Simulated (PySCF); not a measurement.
Isomers of C3H6O. Isolated molecules, 0 K electronic values unless said otherwise. One relaxed conformer stands for each flexible species; it need not be the lowest. Strings in code marks are SMILES.

The HOMO from two functionals at the same geometries (B3LYP-D3(BJ)/def2-TZVP), both in PySCF: PBE-D3(BJ)/def2-TZVP and B3LYP-D3(BJ)/def2-TZVP. B3LYP has the VWN-RPA correlation part, as in Gaussian. 

```
species                           PBE-D3(BJ)/def2-TZVP (eV)  B3LYP-D3(BJ)/def2-TZVP (eV)
--------------------------------  -------------------------  ---------------------------
`CC(O)=C` (C–C–O–H torsion 0°)                        -5.40                        -6.40
`C/C=C\O` (C–C–O–H torsion 180°)                      -5.13                        -6.13
`OC1CC1` (H–O–C–C torsion 144°)                       -6.05                        -7.33
`C[C@@H]1CO1`                                         -6.08                        -7.51
```

Over these rows, drawn at random from the members with no instability flagged (it was tested for open shells, ions and some series alone), PBE minus B3LYP-D3(BJ): mean +1.18 eV, from +1.00 eV to +1.43 eV.
